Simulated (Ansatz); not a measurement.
```yaml
crystal:
  periodic: [false, false, false]
  atoms:
    - {symbol: B, position_ang: [-1.307063, 0.594164, 0.044936]}
    - {symbol: B, position_ang: [0.379759, 0.770780, 1.150913]}
    - {symbol: B, position_ang: [-0.298014, -0.919632, 0.600995]}
    - {symbol: B, position_ang: [-0.320459, -0.586326, -1.271687]}
    - {symbol: B, position_ang: [1.366843, -0.409399, -0.165739]}
    - {symbol: I, position_ang: [-0.933613, -2.882939, 1.885028]}
    - {symbol: H, position_ang: [-2.591151, 0.920668, 0.233422]}
    - {symbol: H, position_ang: [0.659337, 1.260010, 2.364787]}
    - {symbol: H, position_ang: [-0.689768, -1.353894, -2.303895]}
    - {symbol: H, position_ang: [2.560619, -1.014269, -0.171874]}
    - {symbol: H, position_ang: [-0.451490, 1.796378, 0.402367]}
    - {symbol: H, position_ang: [1.566900, 1.038401, 0.243169]}
    - {symbol: H, position_ang: [1.038434, 0.014063, -1.585625]}
    - {symbol: H, position_ang: [-0.980334, 0.771984, -1.426798]}
basis:
  gaussian: {orbitals: def2-TZVP}
hamiltonian: {xc: {name: wB97}}
scf: {omitted_lower_state_checks: [starts]}
```

```sh
$ ansatz run in.yaml --threads 4 --pin off --events-out ev --progress --plain --max-ram 4787MiB
```

Output, abridged:

```
Functional definition: wB97
1564 factors; their error is unknown
622 factors; integrals over basis functions are off by at most 4.5e-5 eV
mean field evaluation 1: about -11609.1631 eV, gradient 2.2e1 eV
mean field evaluation 2: about -11610.9428 eV, gradient 1.1e1 eV
mean field evaluation 4: about -11611.4199 eV, gradient 2.1e0 eV
mean field evaluation 8: about -11611.4334 eV, gradient 7.5e-2 eV
mean field evaluation 16: about -11611.4049 eV, gradient 1.0e-4 eV
mean field -11611.40491912 eV, -426.7112602849 hartree, gradient 3.4e-5 eV, S^2 0.000000; 0 other end points of the search recorded, 0 dependent functions left out
reference -11611.40490478 eV, -426.7112597577 hartree; 29, 29 occupied and 224, 224 virtual orbitals, 1564 factors
Total energy: -11611.40490478 eV, -426.7112597577 hartree
Checks for a lower state left out: starts
```

It took 9.5 s on 4 threads of Arm Neoverse V2 on a shared host, peak host memory 0.67 GiB.

In the def2 sets I takes a core potential; there is no spin–orbit coupling.
